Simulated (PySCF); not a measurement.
Calculation: PBE0-D4/def2-TZVP // PBE0-D4/def2-SVP (PySCF). Gas-phase values, no solvent. One relaxed conformer stands for a flexible species; it need not be the lowest. Delta-SCF ions had no search for a lower state. Excitations are Tamm–Dancoff values on a coarser integration grid. The basis has no diffuse functions, so Rydberg states are missing or too high.

Reference species (SMILES): `C[O][Sn]([OH])([OH])[O]C` (neutral, multiplicity 1).

```json
{
 "LUMO": "-1.75 eV",
 "brightest of the four lowest singlets (TDA)": "5.64 eV",
 "vertical ionisation energy (Delta-SCF)": "9.87 eV"
}
```

After one change: the LUMO falls by 0.09 eV; the brightest of the four lowest singlets (TDA) increases by 0.43 eV; the vertical ionisation energy (Delta-SCF) rises by 1.33 eV.

Task: Name the change that produced these shifts. The new species is one of these.
A. `C[O][Sn]([OH])([O]C)[O]C`
B. `C[O][Sn]([OH])([OH])[OH]`
C. `C[O][Sn]([O]C)([O]C)[O]C`
D. `[OH][Sn]([OH])([OH])[OH]`

Result: D, `[OH][Sn]([OH])([OH])[OH]`
